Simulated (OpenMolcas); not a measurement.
An atom or ion with 24 electrons was computed by SS-RASPT2, IPEA 0.25 Eh, imaginary shift 0.1 Eh with spin-orbit coupling (OpenMolcas, ANO-RCC-VTZP, DKH2). The lowest levels that the run gave, each within 12 % of the measured value where one is at hand:

| J | Parity | E (cm-1) | g |
| --- | --- | --- | --- |
| 4 | even | 0.0 | 1.500 |
| 3 | even | 1154 | 1.500 |
| 2 | even | 1922 | 1.501 |
| 1 | even | 2410 | 1.501 |
| 0 | even | 2650 |  |
| 2 | even | 29960 | 1.499 |
| 6 | even | 30770 | 1.166 |
| 5 | even | 31270 | 1.040 |
| 4 | even | 31510 | 0.849 |
| 4 | even | 33250 | 1.194 |
| 1 | even | 33360 | 1.498 |
| 3 | even | 33830 | 1.066 |

Which ion is it, and what are the configurations and terms?

Cu⁵⁺ (Z = 29, charge +5; active space 12 electrons in 8 orbitals (RAS1 3p, at most 2 holes; RAS2 3d)). J, parity and g give the terms where levels are pure, and mixed ones are named by the computed weights; the size of the splittings, set against known spectra of the 24-electron sequence, gives the charge. In order, with the measured energies in cm-1 (Sugar and Musgrove, J. Phys. Chem. Ref. Data 19, 527 (1990)): 3d6 5D4, 3d6 5D3 (1196), 3d6 5D2 (1987), 3d6 5D1 (2490), 3d6 5D0 (2733), 3d6 3P2(1) (29285), 3d6 3H6 (30418), 3d6 3H5 (31009), 3d6 3H4 (31288), 3d6 3F4(1) (32756), 3d6 3P1(1) (32685), 3d6 3F3(1) (33296).

CASPT2 breaks the degeneracy within a term, and the mean is taken; among the terms shown or strongly mixed into the levels shown the widest spread is 33 cm-1 (3d6 3H). Active for correlation alone: 3p; no level in the range computed is led by a configuration that opens it, so any true level of that kind is missing. Computed and measured levels are paired by configuration, term and J; levels that our copy of the source lacks, or whose pairing is in doubt (as where it misses far off the trend of its configuration), stay unpaired and out of the deviations. Only configurations of the active space appear.

A number in round brackets counts repeated terms of one configuration in the order of the reference energies.
